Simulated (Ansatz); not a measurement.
Reaction (ligand exchange at the Si–O bond): `[SiH3][O][Mg][N]([SiH3])[SiH3]` + `C[SeH]` → `C[Se][SiH3]` + `[OH][Mg][N]([SiH3])[SiH3]`

Computed with Ansatz on PBE0-D4/def2-TZVP structures; ΔE is electronic, products minus reactants. CCSD(T)/CBS is the MP2 limit (def2-TZVPP, def2-QZVPP) plus CCSD(T) − MP2 in def2-TZVPP, frozen cores. Functionals use def2-TZVPP. HSE06 is defined as in plane-wave codes. For Mg, Se outer-core shells are correlated without core-valence functions, which leaves a few kJ/mol of doubt a bond. Scalar relativity is left out up to krypton. Each species was taken in one conformer, which may not be the lowest.

```
             level  ΔE (kJ/mol)  difference from CCSD(T)/CBS
       LDA (SPW92)         48.8                        -14.6
           BLYP-D4         58.7                         -4.7
         r2SCAN-D4         58.1                         -5.3
        r2SCANh-D4         58.5                         -4.9
          HSE06-D4         50.6                        -12.8
          BHLYP-D4         67.9                          4.5
      CAM-B3LYP-D4         67.8                          4.4
           ωB97X-V         60.9                         -2.5
           ωB97M-V         60.1                         -3.3
            B2PLYP         66.0                          2.6
            r2SCAN         58.4                         -5.0
           r2SCANh         58.8                         -4.6
           r2SCAN0         59.6                         -3.8
     HF/def2-TZVPP         82.8                         19.4
     HF/def2-QZVPP         85.6                         22.2
SCS-MP2/def2-QZVPP         68.1                          4.7
       CCSD(T)/CBS         63.4                            0
```

Largest T1 diagnostic among the species: 0.011.

From BLYP to BHLYP (50 % exact exchange), in def2-TZVPP and without D4, ΔE moves by +8.7 kJ/mol. Leaving LDA and LC-ωPBE aside and taking each functional with its dispersion term where it has one, the values, not all of them listed here, spread over 22.2 kJ/mol, from revPBE-D4 to B97M-V. The D4 term adds −4.1 kJ/mol with B3LYP and −2.0 kJ/mol with PBE0; it sums over pairs of atoms, weighted by their polarisabilities, and B3LYP, whose exchange is more repulsive, gets the larger term.

B3LYP here is the variant with VWN-RPA as its local correlation; programs differ in this.
